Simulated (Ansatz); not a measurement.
Geometry optimisation, RKS B3LYP/def2-SVP (Ansatz).

The input (input.yaml):

```yaml
crystal:
  periodic: [false, false, false]
  atoms:
    - { symbol: In, position_ang: [2.2814, -0.7979, 0.1572] }
    - { symbol: H, position_ang: [0.0494, -0.8494, 0.6642] }
    - { symbol: Cl, position_ang: [0.13, -2.0855, -1.0396] }
    - { symbol: Cl, position_ang: [0.2218, -0.8415, 2.0476] }
    - { symbol: H, position_ang: [0.2509, 1.3004, -0.2542] }
    - { symbol: F, position_ang: [1.433, 1.3993, -0.0603] }
    - { symbol: H, position_ang: [-0.4691, -0.5082, -0.1104] }
    - { symbol: "N", position_ang: [-0.9417, 0.7093, -0.3821] }
    - { symbol: H, position_ang: [-1.6423, 0.9636, 0.297] }
    - { symbol: H, position_ang: [-1.3134, 0.71, -1.3195] }
basis:
  gaussian: { orbitals: def2-SVP }
hamiltonian:
  xc: b3lyp
relax:
  f_tol: 0.15
  max_steps: 25
  restrain:
    - { distance: [0, 5], at: 1.99, k: 30.0 }
    - { distance: [4, 7], at: 1.02, k: 30.0 }
    - { distance: [6, 1], at: 0.62, k: 30.0 }
    - { distance: [0, 1], at: 3.03, k: 30.0 }
    - { distance: [4, 5], at: 2.18, k: 30.0 }
    - { distance: [6, 7], at: 2.32, k: 30.0 }
```

Run as:

```bash
$ ansatz run input.yaml --threads 2 --pin off --max-ram 3072MiB --backend cpu --events-out ev --progress --plain --runs-dir out
```

Question: Where does it end, and by what steps?

Answer: The run converged. The restraints hold the end off the free minimum. After 19 steps the energy has risen by 0.389 eV (the restraints' own energy left out); H7 moved furthest, 0.83 Å. Parted: In1–Cl3, In1–Cl4. Joined: Cl3–H7, H5–N8.

| step | energy less start (eV) | largest force component (eV/Å) | accepted |
| --- | --- | --- | --- |
| 0 | 0.0000 | 3.726 | yes |
| 1 | 0.8578 | 5.923 | yes |
| 2 | 1.2475 | 6.849 | yes |
| 3 | 0.9659 | 6.183 | yes |
| 4 | 0.6761 | 6.139 | yes |
| 5 | 0.5735 | 6.061 | yes |
| 6 | 0.5113 | 5.415 | yes |
| 7 | 0.4495 | 5.904 | yes |
| 8 | 0.4609 | 5.813 | yes |
| 9 | 0.4703 | 5.776 | yes |
| 10 | 0.4581 | 5.744 | yes |
| 11 | 0.4311 | 5.639 | yes |
| 12 | 0.4426 | 5.559 | yes |
| 13 | 0.4461 | 5.554 | yes |
| 14 | 0.2385 | 4.435 | no |
| 15 | 0.3953 | 5.091 | yes |
| 16 | 0.2854 | 4.542 | no |
| 17 | 0.3914 | 4.882 | yes |
| 18 | 0.3646 | 4.646 | no |
| 19 | 0.3891 | 4.782 | yes |

```xyz
10
Properties=species:S:1:pos:R:3
In 2.800 -0.552 0.346
H -0.220 -0.747 0.651
Cl 0.108 -1.992 -1.131
Cl 0.008 -0.955 2.019
H -0.199 1.349 -0.459
F 1.955 1.176 -0.237
H -0.179 -1.277 0.015
N -1.070 0.834 -0.316
H -1.649 1.377 0.325
H -1.556 0.786 -1.213
```

Run time: 96 s on 2 threads of Arm Neoverse V1 (shared host), peak memory 0.31 GiB.
